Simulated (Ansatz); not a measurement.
CH₂AlBrS, SMILES `[Br][Al]1[CH2][S]1`, relaxed with RKS PBE0-D4/def2-TZVP in the Gaussian-basis code of Ansatz from a PBE-D4/def2-SVP geometry. The force threshold is 0.005 eV/Å; the program also tests the step.

Total charge 0; spin multiplicity 1.

Start:

```xyz
6

Br    1.797   -1.344   -2.300
Al    0.709   -0.505   -0.527
C    -0.701    0.477    0.333
S     0.615   -0.268    1.591
H    -0.713    1.582    0.386
H    -1.708    0.057    0.517
```

Q: By how much does the energy fall, and how many steps does the optimiser take? (Best estimate.)

A: Ansatz gave: 0.03 eV, in 5 steps.

Q: Which bonds change most? (An estimate is asked.)

A: Ansatz gave: C3–S4 from 1.967 to 1.929 Å; Al2–S4 from 2.133 to 2.104 Å; Al2–C3 from 1.921 to 1.900 Å; Br1–Al2 from 2.243 to 2.222 Å.

Q: Give the relaxed structure. (Estimate.)

A: Ansatz gave: 
```xyz
6

Br    1.773   -1.330   -2.278
Al    0.704   -0.497   -0.517
C    -0.691    0.473    0.333
S     0.596   -0.258    1.571
H    -0.704    1.559    0.384
H    -1.678    0.053    0.507
```
